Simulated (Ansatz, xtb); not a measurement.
C5H8ClO2+: where a starting geometry ends

The starting geometry of this gas-phase singlet was built from a drawn formula by distance geometry and a force field; its bonds are those of `COCC[C@H](Cl)C#[O+]`.

```xyz
16

C    -2.0484    1.3095    1.7644
C    -0.8019    0.1891    0.2172
C    -0.7588   -0.9847   -0.7489
C     0.5527   -1.0292   -1.5240
C     1.6754   -1.3666   -0.6740
Cl    0.4256   -2.3261   -2.8219
O    -1.9992    0.2105    0.8858
O     2.6078   -1.6271    0.0166
H    -1.9421    2.3000    1.2075
H    -3.0485    1.3116    2.2895
H    -1.2979    1.2129    2.5597
H     0.0670    0.1054    0.9513
H    -0.6533    1.1250   -0.3412
H    -1.6490   -0.9027   -1.4423
H    -0.8670   -1.9193   -0.1707
H     0.7131   -0.0594   -2.0550
```

Question: Predict what becomes of its bonds when it is optimised with r2SCAN-D4/def2-SVP.

Answer: It keeps its bonds, and is `COCC[C@H](Cl)C#[O+]`.

The energy falls by 0.49 eV over 13 steps:

```
step  E − E(last) (eV)
   1             0.495
   2             0.057
   4             0.018
   5             0.012
   6             0.008
   8             0.002
   9             0.001
  10             0.000
  12             0.000
  13             0.000
```

Final geometry (Å):

```yaml
atoms:
  - { symbol: C, position_ang: [-1.9980, 1.2467, 1.8727] }
  - { symbol: C, position_ang: [-0.7865, 0.2690, 0.1062] }
  - { symbol: C, position_ang: [-0.8533, -0.8998, -0.8711] }
  - { symbol: C, position_ang: [0.5203, -1.0847, -1.5245] }
  - { symbol: C, position_ang: [1.5286, -1.3215, -0.4985] }
  - { symbol: Cl, position_ang: [0.6584, -2.4770, -2.6341] }
  - { symbol: O, position_ang: [-1.8164, 0.1351, 1.0037] }
  - { symbol: O, position_ang: [2.3423, -1.6566, 0.2082] }
  - { symbol: H, position_ang: [-2.1977, 2.1684, 1.2984] }
  - { symbol: H, position_ang: [-2.8615, 1.0137, 2.5064] }
  - { symbol: H, position_ang: [-1.1083, 1.3969, 2.5103] }
  - { symbol: H, position_ang: [0.2228, 0.2419, 0.6283] }
  - { symbol: H, position_ang: [-0.8018, 1.2436, -0.4274] }
  - { symbol: H, position_ang: [-1.5846, -0.7436, -1.6787] }
  - { symbol: H, position_ang: [-1.1345, -1.8159, -0.3283] }
  - { symbol: H, position_ang: [0.8459, -0.1673, -2.0573] }
```

From the same start GFN2-xTB ends elsewhere, differing in C2–H12 (2.23 against 1.14 Å here), C5–H12 (1.13 against 2.33 Å here).

No frequencies were run, so the end isn't proven a minimum. Run with Ansatz 0.2.0, 35 s on 4 threads of Arm Neoverse V1, on a shared host.
